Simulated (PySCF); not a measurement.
Species: pentafluoropropionic acid, C3HF5O2.
Atom-mapped SMILES: `[O:1]=[C:2]([OH:3])[C:4]([F:5])([F:6])[C:7]([F:8])([F:9])[F:10]` (hydrogens: H11 on O3)

Method: PySCF, TDDFT CAM-B3LYP/def2-SVPD, vertical, gas phase, core orbitals frozen in the response. One conformer (not necessarily the lowest) at the PBE0-D3(BJ)/def2-SVP geometry, without solvent, vibrations or thermal averaging. Torsions of this conformer, `[O:1]=[C:2]([OH:3])[C:4]([F:5])([F:6])[C:7]([F:8])([F:9])[F:10]`: O1–C2–C4–F5 4°, C2–C4–C7–F8 168°, H–O3–C2–O1 0°.

Broadening: Gaussians 0.4 eV wide at half height, area fixed by f = 4.319×10⁻⁹ ∫ε dν̃. The cross-section is σ = 3.8235×10⁻²¹ ε cm², given in Mb (10⁻¹⁸ cm²). The width is an assumption, not a result. The curve ends short of the highest state used, and states not computed would add to its high-energy end.

| λ (nm) | σ (Mb) |
| --- | --- |
| 126.8 | 5.70 |
| 129.0 | 7.17 |
| 131.2 | 4.83 |
| 133.3 | 2.03 |
| 135.5 | 1.71 |
| 137.6 | 6.20 |
| 139.8 | 20.32 |
| 141.9 | 36.52 |
| 144.1 | 37.31 |
| 146.3 | 22.92 |
| 148.4 | 13.14 |
| 150.6 | 13.34 |
| 152.7 | 15.77 |
| 154.9 | 13.37 |
| 157.1 | 7.44 |
| 159.2 | 2.93 |
| 161.4 | 0.77 |
| 163.5 | 0.16 |
| 165.7 | 0.02 |
| 167.8 | 0.00 |
| 170.0 | 0.00 |
| 172.2 | 0.00 |
| 174.3 | 0.00 |
| 176.5 | 0.00 |
| 178.6 | 0.00 |
| 180.8 | 0.00 |
| 183.0 | 0.00 |
| 185.1 | 0.00 |
| 187.3 | 0.00 |
| 189.4 | 0.00 |
| 191.6 | 0.00 |
| 193.8 | 0.00 |
| 195.9 | 0.00 |
| 198.1 | 0.00 |
| 200.2 | 0.00 |
| 202.4 | 0.01 |
| 204.5 | 0.02 |
| 206.7 | 0.04 |
| 208.9 | 0.08 |
| 211.0 | 0.13 |
| 213.2 | 0.20 |
| 215.3 | 0.26 |
| 217.5 | 0.31 |
| 219.7 | 0.32 |
| 221.8 | 0.30 |
| 224.0 | 0.26 |
| 226.1 | 0.20 |
| 228.3 | 0.14 |
| 230.4 | 0.09 |
| 232.6 | 0.05 |
| 234.8 | 0.03 |
| 236.9 | 0.02 |
| 239.1 | 0.01 |
| 241.2 | 0.00 |
| 243.4 | 0.00 |
| 245.6 | 0.00 |

Task: Locate the maxima and give the states behind the curve.

Result: 220 nm (5.65 eV), ε about 84, made up of S1 (100%); 153 nm (8.11 eV), ε about 4100, made up of S2 (98%); 143 nm (8.67 eV), ε about 10000, made up of S4 (98%); 129 nm (9.63 eV), ε about 1900, made up of S6 (45%) and S7 (55%) (ε in L mol⁻¹ cm⁻¹; maxima over ε = 5, shares over 10%). The states used: S1 5.65 eV (f 0.0012); S2 8.10 eV (f 0.060); S3 8.46 eV (f 0.0058); S4 8.67 eV (f 0.150); S5 9.00 eV (f 0.0038); S6 9.53 eV (f 0.015); S7 9.71 eV (f 0.017); S8 10.13 eV (f 0.010); S9 10.34 eV (f 0.0058); S10 10.38 eV (f 0.0082).

Task: On this curve, what absorbance would a 10⁻⁵ mol/L sample give at 222 nm over a 1 cm path?

Result: 222 nm is 5.585 eV, where ε is about 78 L mol⁻¹ cm⁻¹, so A = ε c l ≈ 0.00078 (Beer–Lambert, with the gas-phase spectrum and the assumed width).

Task: Coming from long wavelengths, where does ε first pass 100 L mol⁻¹ cm⁻¹?

Result: At about 162 nm (7.64 eV), 1.99 eV above S1.

Task: What would ε be at 8.67 eV, the highest of these maxima, with half the width (0.2 eV)?

Result: About 20300 L mol⁻¹ cm⁻¹ against 10400, a factor of about 1.96; a lone state at its own centre would give exactly 2.

All these states lie below the vertical ionisation energy of 12.01 eV (ΔSCF).
